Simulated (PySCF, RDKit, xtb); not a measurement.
Pair of molecules: SiH4 (SMILES [SiH4]) (first 5 atoms) with CH4S (SMILES CS); geometry from B3LYP-D3(BJ)/def2-TZVP.
(charge 0, multiplicity 1):
```xyz
11

Si    -0.24614     0.04688     0.49854
H      0.04355     0.15977    -0.95264
H      0.70713    -0.91811     1.09117
H     -1.63420    -0.42679     0.67625
H     -0.06513     1.37535     1.12299
C      1.07492     0.53178     4.15624
S     -0.60889    -0.16030     4.09293
H      1.65646     0.22861     3.28815
H      0.95772     1.61379     4.13968
H      1.58435     0.24576     5.07371
H     -0.25692    -1.45615     4.09701
```

Interaction energies are E(AB) − E(A) − E(B) at the monomers' geometry in the complex; basis-set methods are counterpoise corrected. Rows marked so take none.

Rows in 3-21G, 6-31G* carry no dispersion term and start afresh at each structure (6-31G* with six Cartesian d functions).

The values were computed with PySCF for 3-21G rows, 6-31G* rows; RDKit for the force fields; xtb for the GFN methods. Each number belongs to the level named beside it.

Q: One of these levels gives 1.75 kcal/mol for the interaction energy. Which one is it?
A. HF/3-21G (no counterpoise)
B. MMFF94
C. HF/6-31G*
D. GFN2-xTB

A: B, MMFF94. The others give -1.46 (GFN2-xTB), -1.15 (HF/3-21G (no counterpoise)), 1.04 (HF/6-31G*)
